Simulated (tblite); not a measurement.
Compound: C10H14.
SMILES with atom numbers: `[CH:1]#[C:2]/[C:3]1=[CH:4]\[CH2:5][CH2:6][CH2:7][CH2:8][CH2:9][CH2:10]1` (hydrogens: H11 on C1; H12 on C4; H13, H14 on C5; H15, H16 on C6; H17, H18 on C7; H19, H20 on C8; H21, H22 on C9; H23, H24 on C10)

Geometry (GFN2-xTB, Å), atoms numbered from 1 in this order:
```
atom  x, y, z in Å
C1     2.5742   -1.3329   -1.2770
C2     1.7708   -1.0840   -0.4185
C3     0.8322   -0.8926    0.6209
C4     0.7314    0.2511    1.3087
C5     1.1826    1.5486    0.7476
C6    -0.0501    2.0722   -0.0307
C7    -0.7010    1.0276   -0.9554
C8    -1.6785    0.0301   -0.2834
C9    -1.2924   -1.4588   -0.3537
C10   -0.2634   -1.9082    0.7093
H11    3.2797   -1.5244   -2.0293
H12    0.0410    0.3051    2.1402
H13    2.0163    1.4035    0.0597
H14    1.4681    2.2741    1.5106
H15    0.2631    2.9267   -0.6351
H16   -0.7959    2.4296    0.6833
H17    0.0850    0.4810   -1.4774
H18   -1.2573    1.5815   -1.7155
H19   -1.8352    0.3079    0.7594
H20   -2.6484    0.1261   -0.7782
H21   -0.8873   -1.6721   -1.3452
H22   -2.1974   -2.0592   -0.2307
H23    0.0741   -2.9217    0.4878
H24   -0.7234   -1.8914    1.6985
```

Computed values, GFN2-xTB/tblite, gas phase, harmonic and unscaled. The method is semi-empirical: single wavenumbers can be off by several per cent or more. One conformer, not necessarily the lowest.

Harmonic wavenumbers (cm⁻¹): 91.5, 112.4, 171.7, 210.9, 254.6, 291.6, 304.1, 321.9, 360.0, 430.4, 439.7, 519.6, 542.9, 568.1, 665.0, 679.8, 761.4, 777.0, 848.2, 868.3, 878.4, 904.3, 905.5, 966.0, 1004.0, 1021.4, 1034.4, 1085.1, 1105.3, 1112.5, 1148.1, 1169.3, 1198.2, 1207.8, 1222.0, 1244.9, 1250.9, 1295.9, 1304.9, 1330.0, 1335.9, 1347.6, 1351.7, 1364.8, 1475.6, 1476.4, 1487.3, 1489.7, 1491.2, 1499.9, 1668.4, 2245.0, 2952.1, 2958.4, 2960.2, 2970.3, 2976.3, 2978.6, 2984.0, 2987.3, 2989.4, 2996.6, 2997.7, 3006.5, 3054.5, 3393.7.

A = 1598, B = 1392, C = 1031 MHz; mass 134.110 u (most abundant isotopes); point group C1, symmetry number 1.

Question: Zero-point energy?

Answer: ½Σν̃ = 46024 cm⁻¹ = 550.56 kJ/mol.

Question: Entropy at 298.15 K, 1 bar (ideal gas, RRHO, classical rotation)?

Answer: Translation 169.95, rotation 122.71, vibration 103.10: S = 395.8 J/(mol K).

Question: And Cp and H(298.15 K) − H(0)?

Answer: Cp = 171.91 J/(mol K), of which vibrations give 138.65 (their classical limit is 66 R = 548.8); H(298.15 K) − H(0) = 28.22 kJ/mol without the zero-point energy, 18.30 from vibrations.

Question: How do the functions run with temperature in this model?

Answer: 
```csv
T (K),S (J/(mol K)),Cp (J/(mol K)),H − H(0) (kJ/mol),G − H(0) (kJ/mol),ln q(vib)
150,308.4,93.6,8.71,-37.54,1.65
250,367.9,145.1,20.59,-71.39,3.85
400,454.2,228.0,48.62,-133.07,7.64
600,564.6,317.0,103.65,-235.09,13.13
900,710.9,403.4,212.79,-427.01,21.45
```

q(vib) and H(0) count from the zero-point level.

Question: What must be added to the electronic energy to get the Gibbs energy at 298.15 K and 1 bar?

Answer: ZPE + [H(298.15 K) − H(0)] − T·S = 550.56 + 28.22 − 118.00 = 460.78 kJ/mol.

Question: Blend soft modes into free rotors: weight 1/[1 + (100 cm⁻¹/ν̃)⁴] for the oscillator and the rest for a rotor with moment μB/(μ + B), μ = h/(8π²ν), B = 10⁻⁴⁴ kg m². What vibrational entropy results?

Answer: 100.72 J/(mol K) in place of 103.10, which changes −T·S at 298.15 K by +0.71 kJ/mol.

Question: Which modes carry the vibrational entropy at 298.15 K?

Answer: 91.5 cm⁻¹: 15.18; 112.4 cm⁻¹: 13.50; 171.7 cm⁻¹: 10.11; 210.9 cm⁻¹: 8.52; 254.6 cm⁻¹: 7.11; 291.6 cm⁻¹: 6.13 J/(mol K); the other 60 give 42.56 together.

Hindered rotation and anharmonicity are outside this model. Other conformers, if any are populated, would add a mixing term that is left out. The structure is chiral; the term R ln 2 for an equal mix with its mirror image is left out.
